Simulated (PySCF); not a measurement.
F3In, SMILES [F][In-]([F])[F], charge -1, multiplicity 2.

Coordinates come from a B3LYP-D3(BJ)/def2-SVPD optimisation. The def2 effective core potentials stand for the cores of In; spin–orbit coupling is left out.

Computed with PBE/def2-TZVPD in PySCF.

Computed frontier levels, dipole moment and polarisability:
The α spin, highest occupied and lowest empty level is -0.55 and 3.29 eV. The β spin, highest occupied and lowest empty level is -3.00 and 0.34 eV. The dipole moment about the centre of nuclear charge is 2.66 D and the mean static polarisability comes out as 64.3 bohr³ (9.52 Å³). The polarisability, principal values comes out as 62.2, 65.3, 65.3 bohr³ and the ⟨S²⟩ is 0.751 (pure state 0.75).
